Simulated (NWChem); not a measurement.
Everything below was run with NWChem. System: trisilane (H₈Si₃), charge 0, spin multiplicity 1, at a geometry optimised with B3LYP/def2-SVP. Level: CCSD(T)/cc-pVDZ, 15 core orbitals frozen.

Job file:

```
start mol
memory heap 100 mb stack 700 mb global 1900 mb
geometry units angstroms nocenter noautoz
  Si    -1.951343    -0.088364     0.423011
  Si     0.000000     0.000000    -0.899493
  Si     1.951343     0.088364     0.423011
  H     -3.172075    -0.137074    -0.435182
  H     -1.926616    -1.303876     1.289919
  H     -2.030188     1.117854     1.299622
  H     -0.054514     1.207788    -1.780066
  H      0.054514    -1.207788    -1.780066
  H      2.030188    -1.117854     1.299622
  H      1.926616     1.303876     1.289919
  H      3.172075     0.137074    -0.435182
  symmetry group C2
end
basis spherical
  * library cc-pvdz
end
scf
  rhf
  nopen 0
  maxiter 100
  thresh 1e-7
  semidirect memsize 60000000 filesize 0
end
ccsd
  freeze core 15
  maxiter 60
end
task ccsd(t) energy
```

Output (cleaned and shortened):

```
             Northwest Computational Chemistry Package (NWChem) 7.3.0
             --------------------------------------------------------

                                NWChem Input Module
                                -------------------

 Scaling coordinates for geometry "geometry" by  1.889725989
 (inverse scale =  0.529177249)

 Turning off AUTOSYM since
 SYMMETRY directive was detected!

                             Geometry "geometry" -> ""
                             -------------------------

 Output coordinates in angstroms (scale by  1.889725989 to convert to a.u.)

  No.       Tag          Charge          X              Y              Z
 ---- ---------------- ---------- -------------- -------------- --------------
    1 Si                  14.0000    -1.95134300    -0.08836400     0.42301100
    2 Si                  14.0000     0.00000000     0.00000000    -0.89949300
    3 Si                  14.0000     1.95134300     0.08836400     0.42301100
    4 H                    1.0000    -3.17207500    -0.13707400    -0.43518200
    5 H                    1.0000    -1.92661600    -1.30387600     1.28991900
    6 H                    1.0000    -2.03018800     1.11785400     1.29962200
    7 H                    1.0000    -0.05451400     1.20778800    -1.78006600
    8 H                    1.0000     0.05451400    -1.20778800    -1.78006600
    9 H                    1.0000     2.03018800    -1.11785400     1.29962200
   10 H                    1.0000     1.92661600     1.30387600     1.28991900
   11 H                    1.0000     3.17207500     0.13707400    -0.43518200

 Effective nuclear repulsion energy (a.u.)     191.3855843288

            Nuclear Dipole moment (a.u.)
            ----------------------------
        X                 Y               Z
 ---------------- ---------------- ----------------
    -0.0000000000    -0.0000000000    -0.0000151178

      Symmetry information
      --------------------

 Group name             C2
 Group number              4
 Group order               2
 No. of unique centers     6

      Symmetry unique atoms
[...]
 ccsd(t): done       39 out of       69 progress:   56.5%
 ccsd(t): done       40 out of       69 progress:   58.0%
 ccsd(t): done       41 out of       69 progress:   59.4%
 ccsd(t): done       42 out of       69 progress:   60.9%
 ccsd(t): done       43 out of       69 progress:   62.3%
 ccsd(t): done       44 out of       69 progress:   63.8%
 ccsd(t): done       45 out of       69 progress:   65.2%
 ccsd(t): done       46 out of       69 progress:   66.7%
 ccsd(t): done       47 out of       69 progress:   68.1%
 ccsd(t): done       48 out of       69 progress:   69.6%
 ccsd(t): done       49 out of       69 progress:   71.0%
 ccsd(t): done       50 out of       69 progress:   72.5%
 ccsd(t): done       51 out of       69 progress:   73.9%
 ccsd(t): done       52 out of       69 progress:   75.4%
 ccsd(t): done       53 out of       69 progress:   76.8%
 ccsd(t): done       54 out of       69 progress:   78.3%
 ccsd(t): done       55 out of       69 progress:   79.7%
 ccsd(t): done       56 out of       69 progress:   81.2%
 ccsd(t): done       57 out of       69 progress:   82.6%
 ccsd(t): done       58 out of       69 progress:   84.1%
 ccsd(t): done       59 out of       69 progress:   85.5%
 ccsd(t): done       60 out of       69 progress:   87.0%
 ccsd(t): done       61 out of       69 progress:   88.4%
 ccsd(t): done       62 out of       69 progress:   89.9%
 ccsd(t): done       63 out of       69 progress:   91.3%
 ccsd(t): done       64 out of       69 progress:   92.8%
 ccsd(t): done       65 out of       69 progress:   94.2%
 ccsd(t): done       66 out of       69 progress:   95.7%
 ccsd(t): done       67 out of       69 progress:   97.1%
 ccsd(t): done       68 out of       69 progress:   98.6%
 ccsd(t): done       69 out of       69 progress:  100.0%
 Time for integral evaluation pass     1        6.94
 Time for triples evaluation pass      1        7.22

 pseudo-e(mp4)  -0.10119931792184E-01
 pseudo-e(mp5)   0.25380401087070E-03
        e(t)    -0.98661277813134E-02

 --------------
 CCSD(T) Energy
 --------------
 Reference energy:                    -871.436605565280047

 CCSD corr. energy:                     -0.385715323034383
 T(CCSD) corr. energy:                  -0.010119931792184
 Total CCSD+T(CCSD) energy:           -871.832440820106626

 CCSD corr. energy:                     -0.385715323034383
 (T) corr. energy:                      -0.009866127781313
 Total CCSD(T) energy:                -871.832187016095759

 routine      calls  cpu(0)   cpu-min  cpu-ave  cpu-max   i/o
 aoccsd          1     0.01     0.01     0.01     0.01    0.00
 iterdrv         1     0.02     0.02     0.02     0.02    0.00
 pampt          11     0.10     0.10     0.10     0.10    0.00
 t2pm           11     0.22     0.22     0.22     0.22    0.00
 sxy            11     1.75     1.75     1.75     1.75    0.00
 ints     14982374   155.26   155.26   155.26   155.26    0.00
 t2eri       12936    16.21    16.21    16.21    16.21    0.00
 idx2        12936     1.93     1.93     1.93     1.93    0.00
 idx34          11     0.15     0.15     0.15     0.15    0.00
 ht2pm          11     0.25     0.25     0.25     0.25    0.00
 itm            11     1.44     1.44     1.44     1.44    0.00
 pdiis          11     0.03     0.03     0.03     0.03    0.00
 triples         1     0.00     0.00     0.00     0.00    0.00
 rdtrpo          1     0.01     0.01     0.01     0.01    0.00
 trpmos          1     6.94     6.94     6.94     6.94    0.00
 trpdrv          1     0.88     0.88     0.88     0.88    0.00
 dovvv       75900     3.39     3.39     3.39     3.39    0.00
 doooo       75900     0.69     0.69     0.69     0.69    0.00
 tengy       69000     2.20     2.20     2.20     2.20    0.00
 Total               191.46   191.46   191.46   191.46    0.00

 Task  times  cpu:      208.4s     wall:      208.4s

 Total times  cpu:      208.4s     wall:      208.4s
```
